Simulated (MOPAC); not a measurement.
A run for MOPAC: AM1 on CH4GeO2 (a complex).

```
AM1 1SCF PRECISE CHARGE=0 THREADS=1
CH4GeO2

O      0.50536963 1    -0.83131025 1    -0.63911488 1
C     -0.45256970 1    -0.62919458 1    -0.01865846 1
O     -1.41230485 1    -0.42745232 1     0.60109435 1
Ge     0.26704966 1     0.37839356 1     3.61411951 1
H     -0.54263809 1    -0.89225484 1     3.90525226 1
H      1.13192833 1     0.15363231 1     2.36234131 1
H      1.18627363 1     0.69012499 1     4.80445203 1
H     -0.68311206 1     1.55815686 1     3.37038498 1
```

Output:

```
*******************************************************************************
 **                                                                           **
 **                              MOPAC v23.2.5                                **
 **                                                                           **
 *******************************************************************************
 ** MOPAC's Digital Object Identifier: https://doi.org/10.5281/zenodo.6511958 **
 **                                                                           **
 ** Please cite the open-source release paper for use of this MOPAC version:  **
 ** J. E. Moussa and J. J. P. Stewart (2026)                                  **
 ** MOPAC: An open-source semiempirical molecular orbital program             **
 ** J. Open Source Softw., 11(119), 8025, https://doi.org/10.21105/joss.08025 **
 *******************************************************************************

                              AM1 CALCULATION RESULTS

 *******************************************************************************
 *  AM1        - The AM1 Hamiltonian to be used
 *
 *
 *
 *                 CHARGE ON SYSTEM = 0
 *
 *
 *
 *  PRECISE    - TIGHTER CRITERIA TO BE USED
 *  1SCF       - DO 1 SCF AND THEN STOP
 *  THREADS=1  - MULTI-THREADING NOT USED
 *  T=         - A TIME OF 172800.0 SECONDS REQUESTED
 *  DUMP=N     - RESTART FILE WRITTEN EVERY 7200.0 SECONDS REQUESTED
 *******************************************************************************
AM1 1SCF PRECISE CHARGE=0 THREADS=1
 CH4GeO2

   ATOM   CHEMICAL          X               Y               Z
  NUMBER   SYMBOL      (ANGSTROMS)     (ANGSTROMS)     (ANGSTROMS)

     1       O          0.50536963  *  -0.83131025  *  -0.63911488  *
     2       C         -0.45256970  *  -0.62919458  *  -0.01865846  *
     3       O         -1.41230485  *  -0.42745232  *   0.60109435  *
     4      Ge          0.26704966  *   0.37839356  *   3.61411951  *
     5       H         -0.54263809  *  -0.89225484  *   3.90525226  *
     6       H          1.13192833  *   0.15363231  *   2.36234131  *
     7       H          1.18627363  *   0.69012499  *   4.80445203  *
     8       H         -0.68311206  *   1.55815686  *   3.37038498  *



          CARTESIAN COORDINATES

    NO.       ATOM           X           Y           Z

     1         O          0.5054     -0.8313     -0.6391
     2         C         -0.4526     -0.6292     -0.0187
     3         O         -1.4123     -0.4275      0.6011
     4        Ge          0.2670      0.3784      3.6141
     5         H         -0.5426     -0.8923      3.9053
     6         H          1.1319      0.1536      2.3623
     7         H          1.1863      0.6901      4.8045
     8         H         -0.6831      1.5582      3.3704

  H: (AM1): M.J.S. DEWAR ET AL, J. AM. CHEM. SOC. 107 3902-3909 (1985)
  C: (AM1): M.J.S. DEWAR ET AL, J. AM. CHEM. SOC. 107 3902-3909 (1985)
  O: (AM1): M.J.S. DEWAR ET AL, J. AM. CHEM. SOC. 107 3902-3909 (1985)
 Ge: (AM1): M.J.S.Dewar and C.Jie, Organometallics, 8, 1544, (1989)

           Empirical Formula: C H4 O2 Ge  =     8 atoms



      MOLECULAR POINT GROUP   :   C1


      RHF CALCULATION, NO. OF DOUBLY OCCUPIED LEVELS = 12


 -------------------------------------------------------------------------------
 AM1 1SCF PRECISE CHARGE=0 THREADS=1
 CH4GeO2



     1SCF WAS SPECIFIED, SO BFGS WAS NOT USED
     SCF FIELD WAS ACHIEVED


                              AM1 CALCULATION
                                                       MOPAC v23.2.5 Linux




          FINAL HEAT OF FORMATION =        -47.30057 KCAL/MOL =    -197.90558 KJ/MOL


          COSMO AREA              =        129.19 SQUARE ANGSTROMS
          COSMO VOLUME            =        115.94 CUBIC ANGSTROMS

          IONIZATION POTENTIAL    =         11.577378 EV
          HOMO LUMO ENERGIES (EV) =        -11.577  0.754
          NO. OF FILLED LEVELS    =         12
          MOLECULAR WEIGHT        =        120.6314         POINT GROUP:  C1

          MOLECULAR DIMENSIONS (Angstroms)

            Atom       Atom       Distance
            H     7    O     1     5.69305
            H     8    H     5     2.50884
            H     6    O     3     2.30523


          SCF CALCULATIONS        =          1





   ATOM   CHEMICAL          X               Y               Z
  NUMBER   SYMBOL      (ANGSTROMS)     (ANGSTROMS)     (ANGSTROMS)

     1       O          0.50536963  *  -0.83131025  *  -0.63911488  *
     2       C         -0.45256970  *  -0.62919458  *  -0.01865846  *
     3       O         -1.41230485  *  -0.42745232  *   0.60109435  *
     4      Ge          0.26704966  *   0.37839356  *   3.61411951  *
     5       H         -0.54263809  *  -0.89225484  *   3.90525226  *
     6       H          1.13192833  *   0.15363231  *   2.36234131  *
     7       H          1.18627363  *   0.69012499  *   4.80445203  *
     8       H         -0.68311206  *   1.55815686  *   3.37038498  *

                             CARTESIAN COORDINATES

   1    O        0.505369630    -0.831310250    -0.639114880
   2    C       -0.452569700    -0.629194580    -0.018658460
   3    O       -1.412304850    -0.427452320     0.601094350
   4   Ge        0.267049660     0.378393560     3.614119510
   5    H       -0.542638090    -0.892254840     3.905252260
   6    H        1.131928330     0.153632310     2.362341310
   7    H        1.186273630     0.690124990     4.804452030
   8    H       -0.683112060     1.558156860     3.370384980


           Empirical Formula: C H4 O2 Ge  =     8 atoms



      MOLECULAR POINT GROUP   :   C1


                  EIGENVALUES
 -42.06993 -40.53898 -22.67238 -18.91038 -18.81483 -18.04097 -15.85411 -13.30999
 -13.29906 -11.62835 -11.58913 -11.57738   0.75444   0.86243   0.87315   1.14664
   1.15594   2.34119   2.98682   6.61988


              NET ATOMIC CHARGES AND DIPOLE CONTRIBUTIONS

  ATOM NO.   TYPE          CHARGE      No. of ELECS.   s-Pop       p-Pop
    1          O          -0.203693        6.2037     1.90068     4.30301
    2          C           0.410607        3.5894     1.22192     2.36747
    3          O          -0.206461        6.2065     1.90089     4.30557
    4         Ge           0.002582        3.9974     0.94664     3.05078
    5          H           0.003735        0.9963     0.99626
    6          H          -0.014719        1.0147     1.01472
    7          H           0.002758        0.9972     0.99724
    8          H           0.005191        0.9948     0.99481
 DIPOLE           X         Y         Z       TOTAL
 POINT-CHG.    -0.074     0.022     0.088     0.117
 HYBRID         0.032    -0.006    -0.026     0.041
 SUM           -0.042     0.017     0.062     0.077


          ATOMIC ORBITAL ELECTRON POPULATIONS

     Atom    s        px        py        pz
    1  O   1.90068   1.23487   1.60726   1.46089
    2  C   1.22192   0.83139   0.75286   0.78322
    3  O   1.90089   1.23460   1.60877   1.46219
    4 Ge   0.94664   1.01411   1.02428   1.01239
    5  H   0.99626
    6  H   1.01472
    7  H   0.99724
    8  H   0.99481

 **********************
 *                    *
 * JOB ENDED NORMALLY *
 *                    *
 **********************




 == MOPAC DONE ==
```

The run finished.

Cost: roughly 0.03 core-seconds.
